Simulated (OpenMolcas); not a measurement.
# Rb I: from CASSCF to CASPT2

```
Program             : OpenMolcas
Basis               : ANO-RCC-VTZP [7s6p3d1f]
Scalar Hamiltonian  : DKH2, point nucleus
Active space        : 1 electron in 4 orbitals (5s 5p)
State averaging     : 2S+1 = 2 even, 1 root; 2S+1 = 2 odd, 3 roots
Spin-orbit coupling : RASSI with atomic mean-field integrals over the reference wave functions, term energies averaged over their components
```

Methods on the same reference wave functions:
A. CASSCF
B. SS-CASPT2, IPEA 0.25 Eh, imaginary shift 0.1 Eh (closed shells correlated: 4s 4p)
C. XMS-CASPT2, IPEA 0.25 Eh, imaginary shift 0.1 Eh (closed shells correlated: 4s 4p)

Energies in cm⁻¹ above 5s ²S_1/2, the measured ground level; measured values from NIST Handbook of Basic Atomic Spectroscopic Data.

```tsv
Level	A	B	C	Measured
5s ²S_1/2	0.0	0.0	0.0	0.0
5p ²P°_1/2	10737	12521	12490	12579
5p ²P°_3/2	10874	12659	12627	12817
```

Deviations, from unrounded energies. A percentage is the sum of absolute deviations over the sum of measured energies, with the sign that they share, or ± where signs differ.

| Against measurement | Levels | A | B | C |
| --- | --- | --- | --- | --- |
| mean absolute deviation (cm-1) | 2 | 1900 | 110 | 140 |
| other configurations (%) | 2 | -14.9 | -0.9 | -1.1 |

B lies closest to measurement on these levels and A furthest from it. The largest miss of B in the table is 5p ²P°_3/2, by -160 cm-1. The ranking rests on the paired levels alone, and a cruder setting can come out closer through cancelling errors.

Between B and C the level of the table that moves most is 5p ²P°_3/2, by 31 cm-1 (lowest in C, highest in B).

The lowest spin-free term lies below A's lowest term by 0.183 hartree in B, 0.183 hartree in C.

ANO sets are built for ground and valence states and can reach diffuse excited orbitals poorly. With one active electron the reference holds no correlation, so core polarisation is missing (holds for A). With one active electron, CASPT2 adds the correlation within the correlated inactive shells and between them and that electron, and leaves the splitting within a term as the reference gives it (holds for B; C). Computed and measured levels are paired by configuration, term and J; levels that our copy of the source lacks, or whose pairing is in doubt (as where it misses far off the trend of its configuration), stay unpaired and out of the deviations. Levels of configurations outside the active space are missing.

° marks odd parity.
